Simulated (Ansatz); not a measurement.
`C[N]1[CH2][SnH2]1` and `[CH2]1[NH][SnH2]1` differ in one atom or group.

Ansatz, PBE0-D4/def2-TZVP geometries, multiplicity 1. 

Elements past krypton have def2 core potentials.

```json
{"property": "HOMO–LUMO gap (PBE/def2-TZVPP) / eV", "`C[N]1[CH2][SnH2]1`": "2.47"}
{"property": "HOMO energy (PBE0/def2-TZVPP) / eV", "`C[N]1[CH2][SnH2]1`": "-6.05"}
{"property": "LUMO energy (PBE/def2-TZVPP) / eV", "`C[N]1[CH2][SnH2]1`": "-2.73"}
{"property": "HOMO energy (ωB97M-V/def2-TZVPP) / eV", "`C[N]1[CH2][SnH2]1`": "-8.01"}
{"property": "HOMO energy (B3LYP/def2-TZVPP) / eV", "`C[N]1[CH2][SnH2]1`": "-5.92"}
{"property": "size of the dipole moment (PBE/def2-TZVPP) / D", "`C[N]1[CH2][SnH2]1`": "2.33"}
```

What does the change do to each property? (An estimate is asked.)

The calculation gave: 
```json
{"property": "HOMO–LUMO gap (PBE/def2-TZVPP) / eV", "`[CH2]1[NH][SnH2]1`": "2.69", "shift": "0.22"}
{"property": "HOMO energy (PBE0/def2-TZVPP) / eV", "`[CH2]1[NH][SnH2]1`": "-6.24", "shift": "-0.19"}
{"property": "LUMO energy (PBE/def2-TZVPP) / eV", "`[CH2]1[NH][SnH2]1`": "-2.73", "shift": "0.00"}
{"property": "HOMO energy (ωB97M-V/def2-TZVPP) / eV", "`[CH2]1[NH][SnH2]1`": "-8.17", "shift": "-0.16"}
{"property": "HOMO energy (B3LYP/def2-TZVPP) / eV", "`[CH2]1[NH][SnH2]1`": "-6.12", "shift": "-0.20"}
{"property": "size of the dipole moment (PBE/def2-TZVPP) / D", "`[CH2]1[NH][SnH2]1`": "2.20", "shift": "-0.13"}
```

The zero-point energy changes by -71.9 kJ/mol with -9 modes. Dipoles are sizes alone; their direction can turn.

B3LYP here is the variant with VWN-RPA as its local correlation; programs differ in this.
